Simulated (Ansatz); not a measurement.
Reaction (cleavage of the Si–Si bond): `[SiH3][SiH2][O][GeH3]` + NH₃ → `N[SiH2][O][GeH3]` + SiH₄

Calculated with Ansatz (gas phase, PBE0-D4/def2-TZVP geometries, no zero-point term in ΔE). CCSD(T)/CBS adds triple-zeta CCSD(T) − MP2 to the extrapolated MP2 energy (def2 sets, frozen cores). This one scheme is used for every species. Functionals use def2-TZVPP. For Ge outer-core shells are correlated without core-valence functions, which leaves a few kJ/mol of doubt a bond. Scalar relativity is left out up to krypton. Each species was taken in one conformer, which may not be the lowest.

`[SiH3][SiH2][O][GeH3]`:

Cartesian coordinates in Å:
```
Si 1.155 -1.328 -1.035
Si 0.859 -0.196 1.002
O -0.676 0.342 1.192
Ge -1.784 1.331 0.217
H 0.888 -0.420 -2.186
H 2.558 -1.814 -1.141
H 0.237 -2.495 -1.146
H 1.827 0.940 1.050
H 1.163 -1.108 2.137
H -3.072 1.431 1.039
H -2.016 0.611 -1.122
H -1.139 2.708 -0.006
```

NH₃:

```xyz
4

N    -0.199    0.133    0.148
H     0.411    0.785   -0.329
H     0.387   -0.445    0.739
H    -0.598   -0.473   -0.558
```

`N[SiH2][O][GeH3]`:

```xyz
11

N     0.786   -1.317    1.862
Si    0.238   -0.961    0.288
O    -0.078    0.627    0.038
Ge   -0.661    1.589   -1.331
H     0.150   -1.303    2.642
H     1.719   -1.071    2.148
H     1.304   -1.389   -0.657
H    -1.013   -1.735    0.071
H    -0.719    3.036   -0.826
H     0.329    1.442   -2.499
H    -2.055    1.081   -1.736
```

SiH₄:

Z-matrix (Å, degrees):
```
Si
H 1 1.485
H 1 1.485 2 109.5
H 1 1.485 2 109.5 3 -120.0
H 1 1.485 2 109.5 3 120.0
```

```
             level  ΔE (kJ/mol)
            r2SCAN        -68.8
     HF/def2-TZVPP        -91.1
SCS-MP2/def2-TZVPP        -82.0
     MP2/CBS(def2)        -78.5
```

Task: What does CCSD(T)/CBS give? (Estimate.)

Result: The calculation gave: -71.3 kJ/mol. The listed levels differ from it by 2.5, -19.8, -10.7, -7.2 kJ/mol.

Largest T1 diagnostic among the species: 0.013.

The D4 term adds +5.3 kJ/mol with B3LYP and +3.2 kJ/mol with PBE0; it sums over pairs of atoms, weighted by their polarisabilities, and B3LYP, whose exchange is more repulsive, gets the larger term. From PBE to PBE0 (25 % exact exchange), in def2-TZVPP and without D4, ΔE moves by −5.7 kJ/mol.

CCSD(T)/CBS has its own doubt, a few kJ/mol and more with outer-core shells, so smaller differences from it don't rank the levels.

B3LYP here is the variant with VWN-RPA as its local correlation; programs differ in this.
